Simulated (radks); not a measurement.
The numbers below are computed, except where a source is named.
Q: Code: a radial shooting solver on a logarithmic mesh with Libxc functionals. Model: Dirac Kohn-Sham, PBEsol, spin-unpolarised, spherical densities, point nucleus; open shells are shared between the two j in proportion to 2j + 1. Each species is in its NIST ground configuration. Rank Sr+, Nb+, Zr+, Rb+, Ru+, Xe+, Mo+, Sb+, Ag+, I+, Pd+, In+, Sn+, Cd+, Rh+, Te+, Tc+ by mean radius of the outermost orbital (bohr), largest first.

A: Sr+ 3.89, Zr+ 3.41, Tc+ 3.02, Sn+ 2.92, Sb+ 2.69, Cd+ 2.63, Te+ 2.51, In+ 2.47, I+ 2.35, Xe+ 2.22, Nb+ 2.07, Mo+ 1.90, Rb+ 1.73, Ru+ 1.65, Rh+ 1.55, Pd+ 1.47, Ag+ 1.40.
